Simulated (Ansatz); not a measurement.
Species: C4H3O, SMILES `[c-]1ccoc1` (charge -1, multiplicity 1).

Task: Give a relaxed geometry from B3LYP-D3(BJ)/def2-TZVPD in Ansatz (a quantum-chemistry and plane-wave program).

Result: the end point of this relaxation (outside a Z-matrix the atoms follow the SMILES, hydrogens last).
Cartesian coordinates (Å) in one orientation:
```xyz
8

C      0.964     0.728     0.638
C     -0.468     0.864     0.380
C     -0.924    -0.204    -0.332
O      0.090    -1.073    -0.587
C      1.222    -0.456     0.027
H     -1.101     1.686     0.698
H     -1.893    -0.488    -0.719
H      2.111    -1.057    -0.106
```
